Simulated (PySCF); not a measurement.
# How methods differ on the ionisation energy of Sc+

Sc+ [Ar] 3d1 4s1 (3D) → Sc(2+) [Ar] 3d1 (2D), as a difference of total energies. Computed with PySCF 2.14 in aug-cc-pVTZ-DK (8s7p5d3f2g, 93 functions), with the spin-free X2C one-electron Hamiltonian (Gaussian nucleus). Correlated levels: valence: [Ar] frozen. The calculations carry no spin-orbit coupling.

```
           method  ionisation energy (eV)
              UHF                  12.223
    MP2 (valence)                  12.315
SCS-MP2 (valence)                  12.254
   CCSD (valence)                  12.351
```

How much does correlation contribute at MP2 (valence)?

12.315 − (12.223) = 0.092 eV, measured against UHF.

The reference lies between the lowest fine-structure levels, while these numbers refer to the centres of the terms.

Errors of the correlated levels include the incompleteness of this basis and the frozen core.

With two correlated electrons CCSD is exact in that space.

For comparison: 12.800 eV (measured; NIST Atomic Spectra Database, ionization energies).
